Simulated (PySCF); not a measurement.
C3H13NSi2, SMILES CNC(C)([SiH3])[SiH3].

Coordinates come from a r2SCAN-D4/def2-SVP optimisation. This is a generated structure with no PubChem entry under its InChIKey; it may be hypothetical. Other conformers were not sampled.

Two levels are set side by side: PBE/def2-TZVP (PySCF) and CAM-B3LYP/def2-TZVP (PySCF). Same geometry, gas phase. Differences are taken from unrounded values.

```
quantity                       PBE
---------------------------  -----
orbital gap (eV)              4.77
highest occupied level (eV)  -5.22
lowest empty level (eV)      -0.45
dipole moment (D)             1.63
```

### Question
These are the PBE values. What does CAM-B3LYP give? (Estimate from the structure and the level; the computed values follow.)

### Answer

```
quantity                     CAM-B3LYP  PBE minus CAM-B3LYP
---------------------------  ---------  -------------------
orbital gap (eV)                  9.30                -4.53
highest occupied level (eV)      -7.98                 2.76
lowest empty level (eV)           1.33                -1.78
dipole moment (D)                 1.59                 0.04
```

PBE's occupied levels lie high since its potential decays too fast outside the molecule; exact exchange lowers them and widens the gap. Differences between two approximate levels are no errors against the true value.

Rough cost on one machine, each run with all the roots and properties that it gave: CAM-B3LYP against PBE within a factor of 2.
